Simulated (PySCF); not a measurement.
Magnetic susceptibility: SMILES C=C(C#CCC)/C=C/C, C$_{9}$H$_{12}$

Geometry (Å), atoms numbered from 1 in this order:
```xyz
21

C    -2.021    2.328    0.345
C    -1.339    1.181    0.227
C     0.065    1.198    0.015
C     1.254    1.219   -0.165
C     2.686    1.210   -0.382
C     3.224   -0.218   -0.482
C    -1.995   -0.118    0.308
C    -1.372   -1.288    0.199
C    -2.046   -2.614    0.283
H    -3.085    2.332    0.505
H    -1.533    3.285    0.285
H     2.907    1.756   -1.305
H     3.173    1.734    0.447
H     4.299   -0.207   -0.643
H     3.015   -0.766    0.435
H     2.754   -0.743   -1.312
H    -3.065   -0.086    0.471
H    -0.302   -1.308    0.035
H    -3.116   -2.502    0.446
H    -1.625   -3.199    1.101
H    -1.888   -3.177   -0.637
```

Method: PySCF, GIAO KT3/pcSseg-1 magnetisability, rotational g tensor and spin-rotation constants, non-relativistic, gas phase. Geometry: GFN2-xTB.

(1) What are the magnetisability and the molar susceptibility?

(2) Split it along the inertial axes a, b, c into diamagnetic and paramagnetic parts about the centre of mass, with the quadrupole moment.

(3) And the rotational g tensor?

Results:

(1) Isotropic -1382 × 10⁻³⁰ J/T², or -83.2 × 10⁻⁶ cm³/mol; principal values -1521, -1344, -1280 × 10⁻³⁰ J/T², anisotropy 216 × 10⁻³⁰ J/T² (root of half the summed squared differences of the principal values). The susceptibility is in cgs units.

(2) 
| axis | χ (10⁻⁶ cm³/mol) | diamagnetic (10⁻⁶ cm³/mol) | paramagnetic (10⁻⁶ cm³/mol) | summed x² of all electrons (Å²) | quadrupole Θ (D Å) |
| --- | --- | --- | --- | --- | --- |
| a | -77.4 | -769.6 | 692.1 | 330.8 | +8.80 |
| b | -80.6 | -1474.6 | 1394.0 | 164.6 | -0.30 |
| c | -91.6 | -2101.6 | 2010.0 | 16.8 | -8.50 |

Anisotropies 2χaa − χbb − χcc = +17.4 and 2χbb − χaa − χcc = +7.8 × 10⁻⁶ cm³/mol. Θ is traceless in Buckingham's convention.

(3) 
| axis | rotational constant (GHz) | g | nuclear part | electronic part |
| --- | --- | --- | --- | --- |
| a | 1.9349 | -0.0188 | 0.6103 | -0.6292 |
| b | 0.9174 | -0.0052 | 0.5956 | -0.6008 |
| c | 0.6296 | +0.0011 | 0.5956 | -0.5945 |

Asymmetric top; isotopes 12C, 1H; no vibrational averaging.
